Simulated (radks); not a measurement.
Ionisation of the promethium ion Pm2+, [Xe] 4f5, to [Xe] 4f4 as the strength of local exchange is varied. Method: Dirac Kohn-Sham, Slater X-alpha exchange (alpha = 2/3 is LDA exchange), no correlation, spin-unpolarised, spherical densities, finite nucleus; open shells fill j = l - 1/2 first; Fermi nuclear charge, rms radius 4.962 fm; computed with a radial shooting solver on a logarithmic mesh with Libxc functionals.

alpha = 0.555: E(Pm2+) (hartree) -9976.8090; exchange (hartree) -179.3626; IE (eV) 19.163; -e of the level emptied (eV) 11.716 (4f5/2); <r> of it (bohr) 1.088
alpha = 0.663: E(Pm2+) (hartree) -10011.7755; exchange (hartree) -215.0441; IE (eV) 21.815; -e of the level emptied (eV) 13.921 (4f5/2); <r> of it (bohr) 1.040
alpha = 0.667: E(Pm2+) (hartree) -10013.0730; exchange (hartree) -216.3703; IE (eV) 21.917; -e of the level emptied (eV) 14.007 (4f5/2); <r> of it (bohr) 1.038
alpha = 0.768: E(Pm2+) (hartree) -10045.8918; exchange (hartree) -249.9701; IE (eV) 24.572; -e of the level emptied (eV) 16.290 (4f5/2); <r> of it (bohr) 1.001
alpha = 0.877: E(Pm2+) (hartree) -10081.4330; exchange (hartree) -286.4711; IE (eV) 27.605; -e of the level emptied (eV) 18.957 (4f5/2); <r> of it (bohr) 0.9664
alpha = 0.945: E(Pm2+) (hartree) -10103.6697; exchange (hartree) -309.3681; IE (eV) 29.579; -e of the level emptied (eV) 20.718 (4f5/2); <r> of it (bohr) 0.9474
alpha = 1.029: E(Pm2+) (hartree) -10131.2066; exchange (hartree) -337.7856; IE (eV) 32.102; -e of the level emptied (eV) 22.989 (4f5/2); <r> of it (bohr) 0.9260

NIST Atomic Spectra Database: 22.4 +/- 0.08 eV (semi-empirical). The Delta-SCF value meets it near alpha = 0.69. Spin polarisation and multiplet splitting are left out, so open shells lie too high by an amount that depends on their filling.

Beside tabulated values, note that spin-unpolarised runs miss the spin-polarisation part of the exchange energy of open shells.
